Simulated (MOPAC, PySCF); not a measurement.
[Hf(F)3(Cl)], neutral singlet in the gas phase. 

Z-matrix (Å, degrees):
```
Hf
F 1 1.9097
F 1 1.9097 2 108.75
F 1 1.9097 2 108.75 3 -118.27
Cl 1 2.3571 2 110.19 3 120.86
```
Charge 0, multiplicity 1.

All levels are single points at this geometry (PBE-D3(BJ)/def2-SVP); Pople sets use spherical d functions. Orbital energies aren't observables, and empty levels follow the basis.

PM7 in MOPAC gives HOMO (eV) = -12.66.

Task: Estimate the HOMO (eV) from each of these levels: B3LYP-D3(BJ)/def2-TZVP in PySCF; PBE-D3(BJ)/def2-TZVP in PySCF; TPSSh-D3(BJ)/def2-TZVP in PySCF; B3LYP/6-311+G** (LANL2DZ on Hf) in PySCF; B3LYP/6-31G* (LANL2DZ on Hf) in PySCF; B3LYP/LANL2DZ in PySCF; M06-2X/6-31G* (LANL2DZ on Hf) in PySCF; SVWN5/6-31G* (LANL2DZ on Hf) in PySCF.

Result: 
```json
[
 {"level": "B3LYP-D3(BJ)/def2-TZVP in PySCF", "HOMO (eV)": "-9.76"},
 {"level": "PBE-D3(BJ)/def2-TZVP in PySCF", "HOMO (eV)": "-8.57"},
 {"level": "TPSSh-D3(BJ)/def2-TZVP in PySCF", "HOMO (eV)": "-9.25"},
 {"level": "B3LYP/6-311+G** (LANL2DZ on Hf) in PySCF", "HOMO (eV)": "-10.02"},
 {"level": "B3LYP/6-31G* (LANL2DZ on Hf) in PySCF", "HOMO (eV)": "-9.71"},
 {"level": "B3LYP/LANL2DZ in PySCF", "HOMO (eV)": "-10.11"},
 {"level": "M06-2X/6-31G* (LANL2DZ on Hf) in PySCF", "HOMO (eV)": "-11.42"},
 {"level": "SVWN5/6-31G* (LANL2DZ on Hf) in PySCF", "HOMO (eV)": "-8.69"}
]
```
